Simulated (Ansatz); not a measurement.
Ideal-gas functions of Cl₂H₃Si₂, SMILES `Cl[SiH][SiH2]Cl` radical at 400 K and 1 bar, from an Ansatz frequency run at PBE0-D4/def2-TZVP.

Molar mass 130.1 g/mol, point group C1 (symmetry number 1), electronic degeneracy 2, moments of inertia 51.498, 547.007, 590.092 u Å². Harmonic wavenumbers (cm⁻¹, unscaled): 37, 72, 153, 383, 431, 543, 553, 567, 667, 721, 810, 935, 2197, 2221, 2246.

Use S(trans) = R[1.5 ln M + 2.5 ln T − 1.1517]; rotational temperatures θ = 24.2544 K / I; S(rot) = R[ln(√π/σ · √(T³/θAθBθC)) + 1.5]; for each mode x = 1.438777 ν̃/T, S = R[x/(eˣ − 1) − ln(1 − e⁻ˣ)] and H = RT x/(eˣ − 1); 1 cm⁻¹ = 0.0119627 kJ/mol; R = 8.31446 J/(mol·K).

**Question.** By hand: the entropy, in J/(mol·K).

**Answer.** Translation 175.7. Rotation: θ = 0.471, 0.0443, 0.0411 K, giving 121.3. Vibration, mode by mode: 25.09, 19.57, 13.38, 6.28, 5.45, 3.96, 3.84, 3.69, 2.78, 2.39, 1.85, 1.30, 0.03, 0.03, 0.02, in all 89.7. Electronic 5.8. Sum 392.5 J/(mol·K).

**Question.** By hand: H − E and G − E in kJ/mol, counted from the electronic energy.

**Answer.** Zero-point energy ½ × 12536 × 0.0119627 = 75.0; thermal vibration 17.1; translation, rotation and pV give 4 RT = 13.3. H − E = 105.4 kJ/mol, and G − E = 105.4 − 400 × 392.5/1000 = -51.6 kJ/mol.

Vibration gives 23 % of the entropy, 44.7 J/(mol·K) of it from the modes under 150 cm⁻¹: soft modes count most, and the harmonic formula is weakest for them. The sum counts one conformer and one mirror image; others add a mixing term.
